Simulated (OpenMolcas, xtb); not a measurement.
# How methods differ on InSiH3OF (SMILES [F][In][O][SiH3])

InSiH3OF has 7 atoms, charge 0, and is taken as a doublet. SMILES: `[F][In][O][SiH3]`. Geometry: relaxed at PBE0-D4/def2-TZVP. This is one conformer, not always the lowest.

Quantity: the vertical energy of the quartet above the doublet, in eV. The values are calculated.

```
                             level            kind     program  value (eV)  CPU time (all runs)
                          GFN0-xTB  semi-empirical         xtb        5.89            under 2 s
     UHF/def2-SVP (core potential)    Hartree–Fock  OpenMolcas        4.61                 28 s
  USVWN5/def2-SVP (core potential)             LDA  OpenMolcas        5.32              4.7 min
U-revPBE/def2-SVP (core potential)             GGA  OpenMolcas        5.21              2.7 min
   UTPSS/def2-SVP (core potential)        meta-GGA  OpenMolcas        5.29              3.6 min
   UPBE0/def2-SVP (core potential)   global hybrid  OpenMolcas        5.55              2.1 min
```

Spin-orbit coupling, which can split open shells on such heavy atoms by tenths of an eV, is left out. The values span 4.61 to 5.89 eV. The xTB rows lack spin polarisation, so open shells miss the exchange term that lowers them. Times are those of the runs behind each value, whatever else they computed, on shared processors of several kinds: orders of magnitude only.
